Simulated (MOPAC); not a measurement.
Input file for MOPAC: PM6 on FGeHO (SMILES [OH][Ge][F]), a point of a torsion scan.

```
PM6 1SCF PRECISE CHARGE=0 THREADS=1
FGeHO

O     -0.92511218 1     0.19666143 1     0.20964647 1
Ge     0.62690201 1     0.90292970 1    -0.13623730 1
F      1.47581718 1    -0.63599836 1    -0.70594813 1
H     -1.38720619 1    -0.54909566 1    -0.16811946 1
```

Program output:

```
*******************************************************************************
 **                                                                           **
 **                              MOPAC v23.2.5                                **
 **                                                                           **
 *******************************************************************************
 ** MOPAC's Digital Object Identifier: https://doi.org/10.5281/zenodo.6511958 **
 **                                                                           **
 ** Please cite the open-source release paper for use of this MOPAC version:  **
 ** J. E. Moussa and J. J. P. Stewart (2026)                                  **
 ** MOPAC: An open-source semiempirical molecular orbital program             **
 ** J. Open Source Softw., 11(119), 8025, https://doi.org/10.21105/joss.08025 **
 *******************************************************************************

                              PM6 CALCULATION RESULTS

 *******************************************************************************
 *  PM6        - The PM6 Hamiltonian to be used
 *
 *
 *
 *                 CHARGE ON SYSTEM = 0
 *
 *
 *
 *  PRECISE    - TIGHTER CRITERIA TO BE USED
 *  1SCF       - DO 1 SCF AND THEN STOP
 *  THREADS=1  - MULTI-THREADING NOT USED
 *  T=         - A TIME OF 172800.0 SECONDS REQUESTED
 *  DUMP=N     - RESTART FILE WRITTEN EVERY 7200.0 SECONDS REQUESTED
 *******************************************************************************
PM6 1SCF PRECISE CHARGE=0 THREADS=1
 FGeHO

   ATOM   CHEMICAL          X               Y               Z
  NUMBER   SYMBOL      (ANGSTROMS)     (ANGSTROMS)     (ANGSTROMS)

     1       O         -0.92511218  *   0.19666143  *   0.20964647  *
     2      Ge          0.62690201  *   0.90292970  *  -0.13623730  *
     3       F          1.47581718  *  -0.63599836  *  -0.70594813  *
     4       H         -1.38720619  *  -0.54909566  *  -0.16811946  *



          CARTESIAN COORDINATES

    NO.       ATOM           X           Y           Z

     1         O         -0.9251      0.1967      0.2096
     2        Ge          0.6269      0.9029     -0.1362
     3         F          1.4758     -0.6360     -0.7059
     4         H         -1.3872     -0.5491     -0.1681

 General Reference for PM6:
 "Optimization of Parameters for Semiempirical Methods V: Modification of NDDO Approximations
 and Application to 70 Elements", J. J. P. Stewart, J. Mol. Mod., 13, 1173-1213 (2007)
 URL: https://link.springer.com/article/10.1007/s00894-007-0233-4

           Empirical Formula: H O Ge F  =     4 atoms



      MOLECULAR POINT GROUP   :   C1


      RHF CALCULATION, NO. OF DOUBLY OCCUPIED LEVELS = 9


 -------------------------------------------------------------------------------
 PM6 1SCF PRECISE CHARGE=0 THREADS=1
 FGeHO



     1SCF WAS SPECIFIED, SO BFGS WAS NOT USED
     SCF FIELD WAS ACHIEVED


                              PM6 CALCULATION
                                                       MOPAC v23.2.5 Linux




          FINAL HEAT OF FORMATION =       -120.96076 KCAL/MOL =    -506.09981 KJ/MOL


          COSMO AREA              =         93.18 SQUARE ANGSTROMS
          COSMO VOLUME            =         79.57 CUBIC ANGSTROMS

          IONIZATION POTENTIAL    =         10.108103 EV
          HOMO LUMO ENERGIES (EV) =        -10.108 -0.599
          NO. OF FILLED LEVELS    =          9
          MOLECULAR WEIGHT        =        108.5957         POINT GROUP:  C1

          MOLECULAR DIMENSIONS (Angstroms)

            Atom       Atom       Distance
            H     4    F     3     2.91440
            F     3   Ge     2     1.56312
            H     4    O     1     0.24591


          SCF CALCULATIONS        =          1





   ATOM   CHEMICAL          X               Y               Z
  NUMBER   SYMBOL      (ANGSTROMS)     (ANGSTROMS)     (ANGSTROMS)

     1       O         -0.92511218  *   0.19666143  *   0.20964647  *
     2      Ge          0.62690201  *   0.90292970  *  -0.13623730  *
     3       F          1.47581718  *  -0.63599836  *  -0.70594813  *
     4       H         -1.38720619  *  -0.54909566  *  -0.16811946  *

                             CARTESIAN COORDINATES

   1    O       -0.925112180     0.196661430     0.209646470
   2   Ge        0.626902010     0.902929700    -0.136237300
   3    F        1.475817180    -0.635998360    -0.705948130
   4    H       -1.387206190    -0.549095660    -0.168119460


           Empirical Formula: H O Ge F  =     4 atoms



      MOLECULAR POINT GROUP   :   C1


                  EIGENVALUES
 -36.62701 -28.11132 -19.02062 -15.07191 -13.56117 -13.50599 -12.66280 -12.15175
 -10.10810  -0.59872   1.25676   1.66313   5.69966


              NET ATOMIC CHARGES AND DIPOLE CONTRIBUTIONS

  ATOM NO.   TYPE          CHARGE      No. of ELECS.   s-Pop       p-Pop
    1          O          -0.757254        6.7573     1.69981     5.05745
    2         Ge           1.010311        2.9897     1.83631     1.15338
    3          F          -0.591523        7.5915     1.97045     5.62107
    4          H           0.338466        0.6615     0.66153
 DIPOLE           X         Y         Z       TOTAL
 POINT-CHG.    -0.041     4.581     0.309     4.591
 HYBRID        -0.960    -2.179    -0.412     2.416
 SUM           -1.001     2.402    -0.103     2.604


          ATOMIC ORBITAL ELECTRON POPULATIONS

     Atom    s        px        py        pz
    1  O   1.69981   1.65380   1.61441   1.78924
    2 Ge   1.83631   0.40409   0.55251   0.19677
    3  F   1.97045   1.91131   1.77903   1.93073
    4  H   0.66153

 **********************
 *                    *
 * JOB ENDED NORMALLY *
 *                    *
 **********************




 == MOPAC DONE ==
```

The run finished.

Cost: very roughly 0.03 core-seconds.
